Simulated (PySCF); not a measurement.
FH₆NOSi₂, SMILES N[Si@@H](O)[SiH2]F. Atoms are numbered in the order given.

```xyz
11

N     -1.6756    -1.1047     1.0413
Si    -1.0119     0.1508     0.0654
O     -0.4968     1.5533     0.8274
Si     1.0018    -0.5987    -0.8882
F      2.0761     0.5074    -0.2938
H     -1.1072    -1.6003     1.7218
H     -2.6413    -1.0524     1.3535
H     -2.1007     0.5236    -0.8779
H      0.4660     1.6461     0.8605
H      1.4552    -1.9458    -0.4239
H      1.0885    -0.5618    -2.3787
```

Geometry optimised at r2SCAN-D4/def2-SVP. The structure was generated by enumeration; whether it is a known compound was not checked. One conformer was computed; it need not be the lowest.

Calculation: ωB97X/def2-TZVP in PySCF.

ESP charges are fitted to the potential on shells at 1.4 to 2.0 van der Waals radii. Atomic charges (e):

| atom | Löwdin | Mulliken | IAO | ESP fit |
|---|---|---|---|---|
| N1 | -0.27 | -0.64 | -0.86 | -1.15 |
| Si2 | -0.04 | 0.45 | 0.99 | (withheld) |
| O3 | -0.14 | -0.53 | -0.82 | (withheld) |
| Si4 | 0.14 | 0.38 | 0.77 | 0.18 |
| F5 | -0.06 | -0.36 | -0.56 | -0.24 |
| H6 | 0.16 | 0.24 | 0.27 | (withheld) |
| H7 | 0.16 | 0.25 | 0.27 | (withheld) |
| H8 | -0.04 | -0.05 | -0.15 | -0.11 |
| H9 | 0.18 | 0.34 | 0.37 | 0.39 |
| H10 | -0.04 | -0.04 | -0.14 | (withheld) |
| H11 | -0.04 | -0.04 | -0.13 | (withheld) |

Question: Some entries are withheld; supply them. (Estimate from the structure and the level; the computed values follow.)

Answer: 
- Si2, ESP fit: 0.77
- O3, ESP fit: -0.67
- H6, ESP fit: 0.42
- H7, ESP fit: 0.45
- H10, ESP fit: -0.02
- H11, ESP fit: -0.04

Computed Mayer and Wiberg (Löwdin basis) orders of the bonds:
| bond | Mayer | Wiberg |
|---|---|---|
| N1–Si2 | 1.15 | 1.56 |
| Si2–O3 | 1.16 | 1.64 |
| Si2–Si4 | 0.92 | 1.02 |
| Si4–F5 | 1.00 | 1.62 |
| N1–H6 | 0.92 | 0.95 |
| N1–H7 | 0.92 | 0.95 |
| Si2–H8 | 0.96 | 0.91 |
| O3–H9 | 0.87 | 1.01 |
| Si4–H10 | 0.94 | 0.95 |
| Si4–H11 | 0.95 | 0.96 |
